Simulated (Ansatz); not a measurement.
Reaction (isomerisation): `BOC([SiH3])[SiH3]` → `[SiH3]BOC[SiH3]`

Calculated with Ansatz (gas phase, PBE0-D4/def2-TZVP geometries, no zero-point term in ΔE). CCSD(T)/CBS adds triple-zeta CCSD(T) − MP2 to the extrapolated MP2 energy (def2 sets, frozen cores). DFT in def2-TZVPP. B3LYP here is the variant with VWN-RPA as its local correlation; programs differ in this. One conformer a species, not always the lowest.

CCSD(T)/CBS gives +0.17 eV.

Task: Another level gave +0.15 eV. Which?
A. SCS-MP2/def2-TZVPP
B. PBE-D4/def2-TZVPP
C. CCSD(T)/def2-TZVPP
D. B3LYP/def2-TZVPP

Result: C. CCSD(T)/def2-TZVPP 0.15, B3LYP 0.11, SCS-MP2/def2-TZVPP 0.22, PBE-D4 0.05 eV.

Largest T1 diagnostic among the species: 0.015.

The D4 term adds +0.05 eV with B3LYP and +0.03 eV with PBE0; it sums over pairs of atoms, weighted by their polarisabilities, and B3LYP, whose exchange is more repulsive, gets the larger term.
